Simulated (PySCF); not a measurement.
SMILES [CH3][Ge]([CH3])[Cl], doublet (B3LYP/def2-SVP optimised geometry):

```
10

C     -0.997     1.165     0.000
Ge    -0.277    -0.684     0.000
C      1.708    -0.684     0.000
Cl    -0.894    -1.584     1.925
H     -2.092     1.150     0.088
H     -0.712     1.675    -0.933
H     -0.573     1.710     0.859
H      2.062    -0.092     0.860
H      2.092    -1.710     0.086
H      2.079    -0.232    -0.933
```

Calculation: unrestricted B3LYP/def2-TZVP (PySCF).

What are the frontier orbital energies (α orbitals alone; a β orbital can be the lowest empty one) and the dipole moment?

HOMO-2 -8.69 eV, HOMO-1 -8.05 eV, HOMO -5.81 eV, LUMO 0.12 eV, LUMO+1 0.70 eV; dipole moment 2.74 D.

On the same geometry unrestricted PBE/def2-TZVP (PySCF) gives HOMO-2 -7.57 eV, HOMO-1 -6.98 eV, HOMO -4.93 eV, LUMO -0.58 eV, LUMO+1 0.22 eV; dipole moment 2.65 D.

Meta-Löwdin charges at B3LYP/def2-TZVP: C1 -0.53, Ge2 0.61, C3 -0.53, Cl4 -0.34, H5 0.13, H6 0.13, H7 0.13, H8 0.13, H9 0.13, H10 0.13.
